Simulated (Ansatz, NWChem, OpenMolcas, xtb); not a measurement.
Worked example: CHBrF2 + SiH3(SiH3) → CH2F2 + SiH2(SiH3)Br

Species: CHBrF2 (bromodifluoromethane) `FC(F)Br`, singlet; SiH3(SiH3) (disilane), singlet; CH2F2 (difluoromethane) `FCF`, singlet; SiH2(SiH3)Br, singlet. The partners trade Br for H: C–Br and Si–H bonds give way to C–H and Si–Br.

Shapes, held fixed at every level: PBE0-D4/def2-TZVP. Programs: Ansatz 0.2.0, NWChem 7.3.0, OpenMolcas 26.06, xtb 6.7.1. A level may come from different programs for different species; with the same settings they agree closely. The zero-point and thermal change to 298 K, harmonic and unscaled (PBE0-D4/def2-TZVP), is +11.0 kJ/mol.

At CCSD(T)/def2-TZVPP; 1 Eh = 2625.50 kJ/mol:

```
     species   energy (Eh)
      CHBrF2  -2810.816010
  SiH3(SiH3)   -581.690342
       CH2F2   -238.710082
SiH2(SiH3)Br  -3153.851061
```

Problem. Work out ΔH(298 K) of the reaction at this level.

Solution. 
1. Products less reactants: (-238.710082) + (-3153.851061) − [(-2810.816010) + (-581.690342)] = -0.054791 Eh = -143.9 kJ/mol.
2. With the thermal change: -143.9 + (+11.0) = -132.9 kJ/mol.

Other levels give -143.6 (BHLYP-D4/def2-TZVPP) to -116.8 kJ/mol (B3LYP/6-31G* (spherical functions)). No measured value is set beside it here. Relativity is left out for Br unless named. Correlated rows may include outer-core shells of Br, which these sets cover unevenly.
